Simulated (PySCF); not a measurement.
SMILES c1(F)ccc(cc1)C=C, singlet, GFN2-xTB optimised geometry.

```
16

C     -2.25    -2.01     0.00
C     -0.94    -1.82     0.00
C     -0.24    -0.54     0.00
C     -0.90     0.69     0.00
C     -0.19     1.88     0.00
C      1.19     1.84     0.00
F      1.88     3.00     0.00
C      1.88     0.64     0.00
C      1.16    -0.54     0.00
H     -2.67    -3.00     0.00
H     -2.96    -1.20     0.00
H     -0.29    -2.68     0.00
H     -1.98     0.72     0.00
H     -0.70     2.83     0.00
H      2.96     0.64     0.00
H      1.69    -1.48     0.00
```

Density from B3LYP/def2-TZVP (PySCF) at that geometry.

Minimum of the electron density along straight lines between bonded atoms, close to the bond critical point (lines longer than 1.1 times the sum of covalent radii, or with two minima, are not listed):

```tsv
bond	length / Å	ρ at the minimum / e bohr⁻³	∇²ρ there / e bohr⁻⁵	position (fraction from the first atom)
C1–C2	1.328	0.358	-1.12	0.50
C2–C3	1.458	0.284	-0.80	0.50
C3–C4	1.396	0.318	-0.94	0.50
C4–C5	1.381	0.325	-0.97	0.50
C5–C6	1.384	0.329	-1.00	0.48
C6–F7	1.350	0.262	-0.13	0.34
C6–C8	1.383	0.329	-1.00	0.52
C3–C9	1.397	0.318	-0.94	0.50
C8–C9	1.381	0.325	-0.98	0.50
C1–H10	1.076	0.289	-1.04	0.64
C1–H11	1.076	0.289	-1.03	0.64
C2–H12	1.083	0.288	-1.03	0.64
C4–H13	1.078	0.291	-1.05	0.64
C5–H14	1.079	0.289	-1.04	0.65
C8–H15	1.079	0.289	-1.04	0.65
C9–H16	1.080	0.289	-1.04	0.64
```
